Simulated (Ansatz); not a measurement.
Ansatz (an electronic-structure program) input file for ClH₅OSi₂, SMILES Cl[SiH2]O[SiH3], PBE-D3(BJ)/def2-SVP. 

Ansatz 0.2 input:
```yaml
crystal:
  periodic: [false, false, false]
  atoms:
    - {symbol: Si, position_ang: [-2.02342722, 0.20397923, -0.48731969]}
    - {symbol: O, position_ang: [-0.43448187, 0.48126479, -0.92149315]}
    - {symbol: Si, position_ang: [1.13019465, 0.28057145, -0.45438699]}
    - {symbol: Cl, position_ang: [1.16685807, -0.70971344, 1.37579795]}
    - {symbol: H, position_ang: [-2.27034011, -1.25807231, -0.34811509]}
    - {symbol: H, position_ang: [-2.88200538, 0.75882159, -1.56612235]}
    - {symbol: H, position_ang: [-2.33022550, 0.88451061, 0.80142218]}
    - {symbol: H, position_ang: [1.77780699, 1.60146310, -0.27555639]}
    - {symbol: H, position_ang: [1.84928752, -0.55542241, -1.44435463]}
basis:
  gaussian:
    orbitals: def2-SVP
hamiltonian:
  xc: pbe
  dispersion: d3bj
relax: {f_tol: 0.002, max_steps: 200}
```

Log of the run:

```
WARN ansatz: RAYON_NUM_THREADS=1 ignored (pool sized by the plan → 1); use --threads N
Functional definition: PBE
integrals: 0.04 GiB planned
1020 factors; their error is unknown
mean field: 0.22 GiB planned
mean field evaluation 1: about -30377.9782 eV, gradient 5.3e1 eV
mean field evaluation 2: about -30349.7830 eV, gradient 1.3e2 eV
mean field evaluation 4: about -30383.1464 eV, gradient 4.6e0 eV
mean field evaluation 8: about -30383.2044 eV, gradient 2.8e-1 eV
mean field evaluation 16: about -30383.1267 eV, gradient 4.0e-5 eV
mean field -30383.12668542 eV, -1116.5593112661 hartree, gradient 4.0e-5 eV, S^2 0.000000; 0 other end points of the search recorded, 0 dependent functions left out
the calculation of the forces begins
reference -30383.12672249 eV, -1116.5593126285 hartree; 29, 29 occupied and 64, 64 virtual orbitals, 1020 factors
relax step   1: F+E_penalty+E_count = -30383.33402381 eV  Δ(F+E_penalty+E_count) = +0.000e0 eV  max|allowed force component| = 2.679e-1 eV/Å  Δτ_max = 0.0000 Å  (25 SCF iters, accepted)
these checks for a lower state are left out or cut short: starts, cluster_reference, orbital_swaps, neighbouring_geometries, increment
integrals: 0.04 GiB planned
1020 factors; their error is unknown
mean field: 0.22 GiB planned
mean field -30383.13938669 eV, -1116.5597780294 hartree, gradient 1.5e-5 eV, S^2 0.000000; 0 other end points of the search recorded, 0 dependent functions left out
the calculation of the forces begins
reference -30383.13942385 eV, -1116.5597793947 hartree; 29, 29 occupied and 64, 64 virtual orbitals, 1020 factors
relax step   2: F+E_penalty+E_count = -30383.34574839 eV  Δ(F+E_penalty+E_count) = -1.172e-2 eV  max|allowed force component| = 1.534e-1 eV/Å  Δτ_max = 0.0156 Å  (27 SCF iters, accepted)
these checks for a lower state are left out or cut short: starts, cluster_reference, orbital_swaps, neighbouring_geometries, increment
integrals: 0.04 GiB planned
1020 factors; their error is unknown
mean field: 0.22 GiB planned
mean field -30383.14191762 eV, -1116.5598710391 hartree, gradient 1.5e-5 eV, S^2 0.000000; 0 other end points of the search recorded, 0 dependent functions left out
the calculation of the forces begins
reference -30383.14195481 eV, -1116.5598724060 hartree; 29, 29 occupied and 64, 64 virtual orbitals, 1020 factors
relax step   3: F+E_penalty+E_count = -30383.34780142 eV  Δ(F+E_penalty+E_count) = -2.053e-3 eV  max|allowed force component| = 5.119e-2 eV/Å  Δτ_max = 0.0066 Å  (28 SCF iters, accepted)
these checks for a lower state are left out or cut short: starts, cluster_reference, orbital_swaps, neighbouring_geometries, increment
integrals: 0.04 GiB planned
1020 factors; their error is unknown
mean field: 0.22 GiB planned
mean field evaluation 32: about -30383.2204 eV, gradient 2.3e-1 eV
mean field -30383.14206020 eV, -1116.5598762791 hartree, gradient 1.6e-5 eV, S^2 0.000000; 0 other end points of the search recorded, 0 dependent functions left out
the calculation of the forces begins
reference -30383.14209740 eV, -1116.5598776462 hartree; 29, 29 occupied and 64, 64 virtual orbitals, 1020 factors
relax step   4: F+E_penalty+E_count = -30383.34798104 eV  Δ(F+E_penalty+E_count) = -1.796e-4 eV  max|allowed force component| = 2.848e-2 eV/Å  Δτ_max = 0.0034 Å  (21 SCF iters, accepted)
these checks for a lower state are left out or cut short: starts, cluster_reference, orbital_swaps, neighbouring_geometries, increment
integrals: 0.04 GiB planned
1020 factors; their error is unknown
mean field: 0.22 GiB planned
mean field -30383.14172736 eV, -1116.5598640473 hartree, gradient 1.5e-5 eV, S^2 0.000000; 0 other end points of the search recorded, 0 dependent functions left out
the calculation of the forces begins
reference -30383.14176463 eV, -1116.5598654169 hartree; 29, 29 occupied and 64, 64 virtual orbitals, 1020 factors
relax step   5: F+E_penalty+E_count = -30383.34874385 eV  Δ(F+E_penalty+E_count) = -7.628e-4 eV  max|allowed force component| = 2.551e-2 eV/Å  Δτ_max = 0.0383 Å  (26 SCF iters, accepted)
these checks for a lower state are left out or cut short: starts, cluster_reference, orbital_swaps, neighbouring_geometries, increment
integrals: 0.04 GiB planned
1020 factors; their error is unknown
mean field: 0.22 GiB planned
mean field -30383.13912242 eV, -1116.5597683175 hartree, gradient 1.5e-5 eV, S^2 0.000000; 0 other end points of the search recorded, 0 dependent functions left out
the calculation of the forces begins
reference -30383.13915980 eV, -1116.5597696913 hartree; 29, 29 occupied and 64, 64 virtual orbitals, 1020 factors
relax step   6: F+E_penalty+E_count = -30383.34766379 eV  Δ(F+E_penalty+E_count) = +1.080e-3 eV  max|allowed force component| = 2.284e-1 eV/Å  Δτ_max = 0.0355 Å  (26 SCF iters, rejected (line search))
these checks for a lower state are left out or cut short: starts, cluster_reference, orbital_swaps, neighbouring_geometries, increment
integrals: 0.04 GiB planned
1020 factors; their error is unknown
mean field: 0.22 GiB planned
mean field -30383.14147182 eV, -1116.5598546563 hartree, gradient 1.5e-5 eV, S^2 0.000000; 0 other end points of the search recorded, 0 dependent functions left out
the calculation of the forces begins
reference -30383.14150914 eV, -1116.5598560280 hartree; 29, 29 occupied and 64, 64 virtual orbitals, 1020 factors
relax step   7: F+E_penalty+E_count = -30383.34908750 eV  Δ(F+E_penalty+E_count) = -3.437e-4 eV  max|allowed force component| = 6.833e-3 eV/Å  Δτ_max = 0.0177 Å  (27 SCF iters, accepted)
these checks for a lower state are left out or cut short: starts, cluster_reference, orbital_swaps, neighbouring_geometries, increment
integrals: 0.04 GiB planned
1020 factors; their error is unknown
mean field: 0.22 GiB planned
mean field evaluation 64: about -30383.1408 eV, gradient 1.5e-5 eV
mean field -30383.14078106 eV, -1116.5598292713 hartree, gradient 1.5e-5 eV, S^2 0.000000; 0 other end points of the search recorded, 0 dependent functions left out
the calculation of the forces begins
reference -30383.14081845 eV, -1116.5598306455 hartree; 29, 29 occupied and 64, 64 virtual orbitals, 1020 factors
relax step   8: F+E_penalty+E_count = -30383.34913941 eV  Δ(F+E_penalty+E_count) = -5.190e-5 eV  max|allowed force component| = 1.908e-2 eV/Å  Δτ_max = 0.0231 Å  (27 SCF iters, accepted)
these checks for a lower state are left out or cut short: starts, cluster_reference, orbital_swaps, neighbouring_geometries, increment
integrals: 0.04 GiB planned
1020 factors; their error is unknown
mean field: 0.22 GiB planned
mean field -30383.14044750 eV, -1116.5598170132 hartree, gradient 1.5e-5 eV, S^2 0.000000; 0 other end points of the search recorded, 0 dependent functions left out
the calculation of the forces begins
reference -30383.14048491 eV, -1116.5598183883 hartree; 29, 29 occupied and 64, 64 virtual orbitals, 1020 factors
relax step   9: F+E_penalty+E_count = -30383.34906487 eV  Δ(F+E_penalty+E_count) = +7.453e-5 eV  max|allowed force component| = 2.571e-2 eV/Å  Δτ_max = 0.0107 Å  (27 SCF iters, rejected (line search))
these checks for a lower state are left out or cut short: starts, cluster_reference, orbital_swaps, neighbouring_geometries, increment
integrals: 0.04 GiB planned
1020 factors; their error is unknown
mean field: 0.22 GiB planned
mean field -30383.14088959 eV, -1116.5598332598 hartree, gradient 6.2e-6 eV, S^2 0.000000; 0 other end points of the search recorded, 0 dependent functions left out
the calculation of the forces begins
reference -30383.14092698 eV, -1116.5598346339 hartree; 29, 29 occupied and 64, 64 virtual orbitals, 1020 factors
relax step  10: F+E_penalty+E_count = -30383.34918333 eV  Δ(F+E_penalty+E_count) = -4.392e-5 eV  max|allowed force component| = 3.661e-4 eV/Å  Δτ_max = 0.0030 Å  (21 SCF iters, accepted)
integrals: 0.04 GiB planned
1020 factors; their error is unknown
mean field: 0.22 GiB planned
mean field evaluation 96: about -30383.1409 eV, gradient 4.5e-5 eV
mean field -30383.14088959 eV, -1116.5598332598 hartree, gradient 6.2e-6 eV, S^2 0.000000; 1 other end points of the search recorded, 0 dependent functions left out
the calculation of the forces begins
reference -30383.14092698 eV, -1116.5598346339 hartree; 29, 29 occupied and 64, 64 virtual orbitals, 1020 factors
Total energy: -30383.34922072 eV, -1116.5674892876 hartree
Atom 0 at    -2.014880     0.203835    -0.486431 Å, force    -0.000254    -0.000048    -0.000098 eV/Å
Atom 1 at    -0.432988     0.511286    -0.977237 Å, force     0.000016    -0.000069     0.000041 eV/Å
Atom 2 at     1.126315     0.282172    -0.457712 Å, force    -0.000040     0.000174    -0.000013 eV/Å
Atom 3 at     1.107050    -0.711689     1.375390 Å, force     0.000289    -0.000150    -0.000284 eV/Å
Atom 4 at    -2.241522    -1.274466    -0.338719 Å, force    -0.000186     0.000133     0.000088 eV/Å
Atom 5 at    -2.913575     0.751015    -1.554324 Å, force     0.000119     0.000002     0.000142 eV/Å
Atom 6 at    -2.302335     0.887925     0.820508 Å, force    -0.000208    -0.000078    -0.000136 eV/Å
Atom 7 at     1.791623     1.607885    -0.260157 Å, force     0.000169     0.000047    -0.000105 eV/Å
Atom 8 at     1.863979    -0.570562    -1.441445 Å, force     0.000095    -0.000010     0.000366 eV/Å
Dipole moment:    -0.042669     0.065838    -0.122055 e Å
```

The calculation finished and met its thresholds.
